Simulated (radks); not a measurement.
Question: The mean radii <r> (bohr) of the occupied orbitals of an atom or ion are listed with their occupations. Calculated with a radial shooting solver on a logarithmic mesh with Libxc functionals: scalar-relativistic Kohn-Sham, LB94 model potential, spin-polarised, spherical densities, finite nucleus; Fermi nuclear charge, rms radius of each element as measured or else 0.836 A^(1/3) + 0.57 fm.

orbital  occ.      <r>
1s up       1  0.03338
1s down     1  0.03338
2s up       1   0.1453
2s down     1   0.1453
2p up       3   0.1265
2p down     3   0.1265
3s up       1   0.4027
3s down     1   0.4029
3p up       3   0.4026
3p down     3   0.4028
3d up       5   0.3825
3d down     5   0.3828
4s up       1    1.016
4s down     1    1.014
4p up       3    1.128
4p down     3    1.126
4d up       5    1.656
4d down     2    1.657
5s up       1    3.114

Name the element and its charge. Open shells, if any, are filled with parallel spins first.

Answer: Z = 44, ruthenium, charge 0: Ru in [Kr] 4d7 5s1. The 1s radius gives Z: for a bare nucleus <r> = (2 gamma + 1)/(2Z) with gamma = sqrt(1 - (Z/c)^2), 0.03289 bohr for Z = 44, and screening makes it slightly larger (0.03338 here). The occupations add up to 44, and the charge is Z minus that.
